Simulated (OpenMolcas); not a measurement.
Potential curves of SiBr: spin–orbit levels

Computed with OpenMolcas 26.06: state-averaged CASSCF(9,7) over Br 4p, Si 3s 3p, XMS-CASPT2 (IPEA 0.25, imaginary shift 0.2 hartree), scalar X2C, ANO-RCC-VTZP, then RASSI spin–orbit state interaction with atomic mean-field integrals. C2 symmetry about the axis (a holds Σ, Δ, Γ; b holds Π, Φ, H; Σ⁺ and Σ⁻ are not told apart); roots by multiplicity and irrep: 2b 8, 4a 5, 2a 5, 4b 4.

XMS-CASPT2 energies with spin–orbit state interaction in eV from the lowest point. Curves are followed by energy order within each symmetry, so they are adiabatic and may change character at avoided crossings.

```json
{"R (Å)": "1.944", "(1)Ω=1/2": "0.851", "(1)Ω=3/2": "0.913", "(2)Ω=3/2": "3.431", "(4)Ω=1/2": "6.145", "(5)Ω=1/2": "6.322", "(7)Ω=1/2": "6.964", "(12)Ω=1/2": "9.863"}
{"R (Å)": "2.057", "(1)Ω=1/2": "0.245", "(1)Ω=3/2": "0.303", "(2)Ω=3/2": "2.880", "(4)Ω=1/2": "5.501", "(5)Ω=1/2": "5.559", "(7)Ω=1/2": "5.860", "(12)Ω=1/2": "8.609"}
{"R (Å)": "2.158", "(1)Ω=1/2": "0.031", "(1)Ω=3/2": "0.082", "(2)Ω=3/2": "2.691", "(4)Ω=1/2": "4.941", "(5)Ω=1/2": "5.025", "(7)Ω=1/2": "5.305", "(12)Ω=1/2": "7.726"}
{"R (Å)": "2.260", "(1)Ω=1/2": "0.000", "(1)Ω=3/2": "0.045", "(2)Ω=3/2": "2.679", "(4)Ω=1/2": "4.523", "(5)Ω=1/2": "4.610", "(7)Ω=1/2": "5.035", "(12)Ω=1/2": "6.974"}
{"R (Å)": "2.373", "(1)Ω=1/2": "0.102", "(1)Ω=3/2": "0.143", "(2)Ω=3/2": "2.799", "(4)Ω=1/2": "4.170", "(5)Ω=1/2": "4.267", "(7)Ω=1/2": "4.777", "(12)Ω=1/2": "6.311"}
{"R (Å)": "2.486", "(1)Ω=1/2": "0.298", "(1)Ω=3/2": "0.336", "(2)Ω=3/2": "3.002", "(4)Ω=1/2": "3.961", "(5)Ω=1/2": "4.064", "(7)Ω=1/2": "4.613", "(12)Ω=1/2": "5.795"}
{"R (Å)": "2.644", "(1)Ω=1/2": "0.658", "(1)Ω=3/2": "0.692", "(2)Ω=3/2": "3.391", "(4)Ω=1/2": "3.809", "(5)Ω=1/2": "3.921", "(7)Ω=1/2": "4.459", "(12)Ω=1/2": "5.506"}
```

Question: With masses 78.918 and 27.977 u, fit the curves (1)Ω=1/2, (1)Ω=3/2, (2)Ω=3/2 near their minima.

Answer: At XMS-CASPT2 with spin–orbit state interaction, Te from the lowest curve (the fit fixes ωe to a per cent or two; the method's Re and ωe can be off by some per cent):

```json
{"curve": "(1)Ω=1/2", "Te (cm⁻¹)": "0", "Re (Å)": "2.230", "ωe (cm⁻¹)": "408.7"}
{"curve": "(1)Ω=3/2", "Te (cm⁻¹)": "380", "Re (Å)": "2.234", "ωe (cm⁻¹)": "408.3"}
{"curve": "(2)Ω=3/2", "Te (cm⁻¹)": "21560", "Re (Å)": "2.214", "ωe (cm⁻¹)": "416.0"}
```

The 7 lowest clean curves are shown; the next is (13)Ω=1/2, from 5.54 eV. Left out for impure symmetry, kinks or missing points, though low: (2)Ω=1/2, (3)Ω=1/2, (1)Ω=2, (1)Ω=5/2, (2)Ω=5/2, (3)Ω=3/2, (6)Ω=1/2, (8)Ω=1/2, (9)Ω=1/2, (10)Ω=1/2, (4)Ω=3/2, (3)Ω=5/2. Only roots inside an energy window near the equilibrium distance were included, so the list of states is not complete; labels number the states computed. Each spin and symmetry block has orbitals of its own, averaged over its own roots, so gaps between blocks are less sure than gaps within one and near the minimum can be off by tenths of an eV, in bad cases by more. No Rydberg orbitals are active, so Rydberg states, and σ→σ* states whose orbital the CASSCF left unused, can be missing between those listed. CASPT2 splits the two components of degenerate states numerically, here by up to 108 cm⁻¹. Points that failed a check (symmetry, reference weights, a jump) are left out.
